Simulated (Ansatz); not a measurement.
Consider the cleavage of the Si–P bond: `C[SiH](F)P` + HBr → `C[SiH](F)Br` + PH₃.

Calculated with Ansatz (gas phase, PBE0-D4/def2-TZVP geometries, no zero-point term in ΔE). CCSD(T)/CBS is the MP2 limit (def2-TZVPP, def2-QZVPP) plus CCSD(T) − MP2 in def2-TZVPP, frozen cores. This one scheme is used for every species. DFT in def2-TZVPP. B3LYP here is the variant with VWN-RPA as its local correlation; programs differ in this. For Br outer-core shells are correlated without core-valence functions, which leaves a few kJ/mol of doubt a bond. Scalar relativity is left out up to krypton. One conformer a species, not always the lowest.

Is it downhill or uphill in electronic energy at CCSD(T)/CBS, and by how much? (An estimate is asked.)

Ansatz gave: Downhill: ΔE = -20.8 kcal/mol.

What do these levels give: revPBE-D4, B3LYP-D4, r2SCANh-D4, r2SCAN0-D4, BHLYP-D4, CAM-B3LYP-D4, PBE-QIDH, BLYP, PBE0, CCSD(T)/def2-SVP, MP2/def2-QZVPP, CCSD/CBS(def2)? (An estimate is asked.)

The calculation gave: revPBE-D4 -17.9, B3LYP-D4 -20.2, r2SCANh-D4 -20.5, r2SCAN0-D4 -20.8, BHLYP-D4 -21.8, CAM-B3LYP-D4 -20.7, PBE-QIDH -20.8, BLYP -20.0, PBE0 -19.6, CCSD(T)/def2-SVP -20.1, MP2/def2-QZVPP -21.8, CCSD/CBS(def2) -21.3 kcal/mol.

Largest T1 diagnostic among the species: 0.013.

From PBE to PBE0 (25 % exact exchange), in def2-TZVPP and without D4, ΔE moves by −1.0 kcal/mol. In def2-TZVPP, CCSD(T) changes the Hartree–Fock value by +3.8 kcal/mol (the triples alone add +0.5 kcal/mol) and MP2 by +2.7 kcal/mol.
